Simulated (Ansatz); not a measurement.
The same path of AlH7N2O (11 atoms, charge 0, multiplicity 1) was run twice with different band settings. Lost on the way: O9–H11. Made: N2–H11.

Level of theory: RKS PBE-D4/def2-SVP in Ansatz 0.2.0.

Relaxed end points:

```xyz
11
Properties=species:S:1:pos:R:3
Al 0.149 -0.268 0.115
N 0.189 -0.202 2.015
H -0.632 0.177 2.502
H 1.015 0.168 2.501
N 1.615 0.338 -0.728
H 2.543 0.435 -0.311
H 1.695 0.413 -1.744
H -1.290 -0.095 -0.572
O 0.225 -2.230 0.594
H -0.602 -2.729 0.452
H 0.171 -1.750 1.546
```

```xyz
11
Properties=species:S:1:pos:R:3
Al 0.054 -0.606 0.034
N 0.141 -0.206 2.053
H -0.667 0.305 2.433
H 0.994 0.333 2.257
N 1.578 0.173 -0.586
H 2.475 -0.318 -0.646
H 1.549 0.878 -1.327
H -1.309 0.124 -0.430
O 0.062 -2.332 0.394
H 0.001 -2.971 -0.333
H 0.202 -1.123 2.520
```

Common settings: movable images 9; climbing image yes; spring 5.0 eV/Å²; start path through a guess of the saddle point; force threshold 0.05 eV/Å; iteration limit 60; end points relaxed.

| run | optimiser |
| --- | --- |
| 1 | quadratic models (default) |
| 2 | lbfgs |

(1) What does each run give, and how far can it be trusted?

## Answers

(1) Run 1: converged after 14 iterations, highest image 0.001 eV above the first end. The top lies less than 8 meV above the higher end, about what the thresholds resolve: that end is a shoulder or a very shallow well. A vibrational analysis at the climbing image gives one clearly imaginary mode, 246i cm⁻¹: a first-order saddle point.
Run 2: not converged after 60 iterations, highest image 0.000 eV above the first end. The band didn't meet its force threshold, so its energies are provisional: the largest band force was still 0.22 eV/Å, and over the last iterations the top stayed at 0.00 eV.
The orbitals stay closed-shell, which can raise the energy where a bond breaks towards radicals; this wasn't checked here.
